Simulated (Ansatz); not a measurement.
`B[SiH2]N=C` → `NB1C[SiH2]1`  (isomerisation)

Computed with Ansatz on PBE0-D4/def2-TZVP structures; ΔE is electronic, products minus reactants. CCSD(T)/CBS is the MP2 limit (def2-TZVPP, def2-QZVPP) plus CCSD(T) − MP2 in def2-TZVPP, frozen cores. Functionals use def2-TZVPP. Each species was taken in one conformer, which may not be the lowest.

```tsv
level	ΔE (eV)
r2SCAN0-D4	-1.57
HF/CBS(def2)	-0.77
```

What does CCSD(T)/CBS give? (Estimate.)

Computed: -1.35 eV. The listed levels differ from it by -0.22, 0.58 eV.

Largest T1 diagnostic among the species: 0.013.

At CCSD(T), def2-SVP lies −0.04 eV from the extrapolated value and def2-TZVPP +0.05 eV. In def2-TZVPP, CCSD(T) changes the Hartree–Fock value by −0.51 eV (the triples alone add −0.05 eV) and MP2 by −0.65 eV.
